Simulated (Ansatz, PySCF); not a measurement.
Cl3ISn. Atoms are numbered in the order given.

```xyz
5

Cl    -1.8806    -1.0857     1.4647
Sn     0.0000     0.0000     0.6379
Cl     1.8806    -1.0857     1.4647
Cl     0.0000     2.1715     1.4647
I      0.0000     0.0000    -2.0112
```
Charge 0, spin multiplicity 1.

Geometry optimised at PBE0-D3(BJ)/def2-SVP. The structure was generated by enumeration; whether it is a known compound was not checked. The def2 effective core potentials stand for the cores of I, Sn; spin–orbit coupling is left out.

Vertical ionisation energy (IE) and electron affinity (EA) in eV. Rows of orbital energies are one-electron estimates. Where ΔSCF, EOM or ADC give a negative EA the extra electron is unbound and the value depends on the basis.

```
level                                                                   IE    EA
-------------------------------------------------------------------  -----  ----
−ε(HOMO), −ε(LUMO), ωB97X/def2-TZVP (PySCF)                          10.85  1.60
−ε(HOMO), −ε(LUMO), PBE/def2-TZVP (PySCF)                             7.41  4.36
ΔSCF, PBE0/def2-SVPD (Ansatz), final states of multiplicity 2 and 2  10.62  2.17
ΔSCF, PBE/def2-SVPD (Ansatz), final states of multiplicity 2 and 2   10.17  2.20
```

Q: What vertical singlet–triplet gap does ΔSCF give with PBE0/def2-SVPD (Ansatz, a program for electronic structure) and with PBE/def2-SVPD (Ansatz)? (The exact figures need the calculation; the answer reports its results.)

A: 3.58 and 3.20 eV (triplet above singlet where positive).
